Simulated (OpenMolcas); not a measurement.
3s² 3p³ along the 15-electron sequence

```yaml
Program: OpenMolcas
Method: CASSCF
Basis: ANO-RCC-VTZP
Scalar_Hamiltonian: DKH2, point nucleus
Spin-orbit_coupling: RASSI with atomic mean-field integrals over the reference wave functions, term energies averaged over their components
```

Active space for each ion: 3 electrons in 3 orbitals (3p).

Computed levels in cm-1 above ⁴S°_3/2:

| Level | P | S+ | Cl2+ | Ar3+ |
| --- | --- | --- | --- | --- |
| ²D°_3/2 | 15378 | 19220 | 22632 | 26054 |
| ²D°_5/2 | 15384 | 19238 | 22676 | 26144 |
| ²P°_1/2 | 25426 | 31911 | 37666 | 43436 |
| ²P°_3/2 | 25435 | 31935 | 37724 | 43555 |
| weight of ⁴S° in the lowest level (%) | 100 | 100 | 100 | 100 |

Measured, with the error of the calculation in %. Measured levels: P, S+ from NIST Handbook of Basic Atomic Spectroscopic Data; Cl2+ from Moore, Atomic Energy Levels, vol. I, NSRDS-NBS 35 (1971 reprint of NBS Circular 467, 1949); Ar3+ from Saloman, J. Phys. Chem. Ref. Data 39, 033101 (2010).

| Level | P | S+ | Cl2+ | Ar3+ |
| --- | --- | --- | --- | --- |
| ²D°_3/2 | 11361 (+35.4) | 14853 (+29.4) | 18053 (+25.4) | 21091 (+23.5) |
| ²D°_5/2 | 11377 (+35.2) | 14885 (+29.2) | 18120 (+25.1) | 21220 (+23.2) |
| ²P°_1/2 | 18723 (+35.8) | 24525 (+30.1) | 29812 (+26.3) | 34855 (+24.6) |
| ²P°_3/2 | 18748 (+35.7) | 24572 (+30.0) | 29907 (+26.1) | 35032 (+24.3) |

²D°_3/2 changes by a factor of 1.69 over the same range, with steps per unit of Z of +3840, +3410, +3420 cm-1.

With the s shell closed, the reference lacks s² → p² mixing. Without dynamic correlation excited terms often stand tens of per cent too high (terms of higher spin than the ground term too low), and those without a measured partner can miss by more than the paired ones (holds for P; S+). Measured partners are found by configuration, term and J. A level has none where our copy of the source lacks it or the pairing is in doubt (some pairs that miss far off the trend of their configuration count as doubtful), and it then counts in no deviation. Levels of configurations outside the active space are missing.

° marks odd parity.
